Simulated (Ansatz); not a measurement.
`N[SiH2]S[SiH](N)Cl` + H–F → `N[SiH](F)Cl` + `N[SiH2]S`  (ligand exchange at the Si–S bond)

Isolated molecules relaxed with PBE0-D4/def2-TZVP in Ansatz; ΔE leaves out vibrations. CBS: MP2 limit from def2 TZ/QZ plus the TZ coupled-cluster correction, frozen cores. This one scheme is used for every species. Functionals use def2-TZVPP. B3LYP here is the variant with VWN-RPA as its local correlation; programs differ in this. One conformer a species, not always the lowest.

Q: Is it downhill or uphill in electronic energy at CCSD(T)/CBS, and by how much? (Best estimate.)

A: Computed: Downhill: ΔE = -69.4 kJ/mol.

Q: What do these levels give: r2SCAN-D4, PBE0-D4, ωB97M-V, PBE, r2SCAN, PBE0, B3LYP, MP2/def2-TZVPP, CCSD/def2-TZVPP, HF/def2-QZVPP, SCS-MP2/def2-QZVPP, MP2/CBS(def2)? (Estimate.)

A: Computed: r2SCAN-D4 -72.5, PBE0-D4 -59.2, ωB97M-V -73.2, PBE -72.2, r2SCAN -76.8, PBE0 -73.3, B3LYP -96.4, MP2/def2-TZVPP -63.6, CCSD/def2-TZVPP -79.7, HF/def2-QZVPP -114.4, SCS-MP2/def2-QZVPP -75.2, MP2/CBS(def2) -60.9 kJ/mol.

Largest T1 diagnostic among the species: 0.011.

In def2-TZVPP, CCSD(T) changes the Hartree–Fock value by +38.9 kJ/mol (the triples alone add +7.5 kJ/mol) and MP2 by +47.5 kJ/mol. The D4 term adds +24.6 kJ/mol with B3LYP and +14.0 kJ/mol with PBE0; it sums over pairs of atoms, weighted by their polarisabilities, and B3LYP, whose exchange is more repulsive, gets the larger term.
